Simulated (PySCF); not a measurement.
SMILES CC(=O)CS (C3H6OS) (GFN2-xTB optimised geometry):

```
11

C      1.798    -0.494     0.000
C      0.295    -0.494     0.000
O     -0.370    -1.497    -0.008
C     -0.312     0.893     0.000
S     -2.121     0.866    -0.229
H      2.141    -0.310    -1.017
H      2.169    -1.465     0.318
H      2.194     0.289     0.640
H     -0.096     1.374     0.957
H      0.127     1.497    -0.795
H     -2.194    -0.462    -0.146
```

Computed with PBE0/def2-TZVP in PySCF.

Q: What are the frontier orbital energies and the dipole moment?

A: HOMO-2 -9.36 eV, HOMO-1 -7.91 eV, HOMO -6.77 eV, LUMO -0.81 eV, LUMO+1 0.63 eV; dipole moment 3.46 D.

Meta-Löwdin charges at PBE0/def2-TZVP: C1 -0.40, C2 0.40, O3 -0.40, C4 -0.32, S5 -0.12, H6 0.15, H7 0.14, H8 0.13, H9 0.15, H10 0.14, H11 0.12.
